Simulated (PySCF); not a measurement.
Mg(Br)(OMe) (CH3BrMgO), SMILES [O](C)[Mg][Br]. Atoms are numbered in the order given.

```xyz
7

Mg     0.0000     0.0000    -0.6023
Br     0.0000     0.0000     1.7530
O      0.0000     0.0000    -2.3767
C      0.0000     0.0000    -3.7614
H     -0.8965     0.5176    -4.1817
H      0.8965     0.5176    -4.1817
H      0.0000    -1.0352    -4.1817
```
Charge 0, spin multiplicity 1.

The structure is a stationary point at PBE-D3(BJ)/def2-SVP. The structure was generated by enumeration; whether it is a known compound was not checked. The values are those of a single conformer.

These are TDDFT-PBE/def2-SVPD in PySCF values and carry that method's errors.

Vertical excitations; the highest root listed may be one member of a degenerate set. Gas-phase values at a fixed geometry. State labels are in the subgroup Cs.

Task: List the lowest excited states. (Estimate from the structure and the level; the computed values follow.)

Result: 
```
state  symmetry  energy (eV)  λ (nm)      f                                   main pairs
-----  --------  -----------  ------  -----  -------------------------------------------
S1           A"         3.73     332  0.011                   HOMO→LUMO (degenerate set)
S2           A'         3.73     332  0.011                 HOMO−1→LUMO (degenerate set)
S3           A'         4.85     255  0.040                 HOMO−2→LUMO (degenerate set)
S4           A"         4.85     255  0.040                 HOMO−3→LUMO (degenerate set)
S5           A"         5.27     235  0.001  HOMO−1→LUMO+1, HOMO→LUMO+2 (degenerate set)
S6           A'         5.27     235  0.001  HOMO→LUMO+1, HOMO−1→LUMO+2 (degenerate set)
S7           A"         5.28     235  0.000         HOMO→LUMO+2 50 %, HOMO−1→LUMO+1 50 %
S8           A'         5.70     218  0.126         HOMO−1→LUMO+2 47 %, HOMO→LUMO+1 47 %
S9           A'         6.01     206  0.001               HOMO−1→LUMO+3 (degenerate set)
S10          A"         6.01     206  0.001                 HOMO→LUMO+3 (degenerate set)
T1           A"         3.56     349      0                   HOMO→LUMO (degenerate set)
T2           A'         3.56     349      0                 HOMO−1→LUMO (degenerate set)
T3           A'         4.63     268      0                 HOMO−2→LUMO (degenerate set)
T4           A"         4.63     268      0                 HOMO−3→LUMO (degenerate set)
```
Triplets are in the Tamm–Dancoff approximation, which puts them higher than full response would, so one can lie above its singlet here.
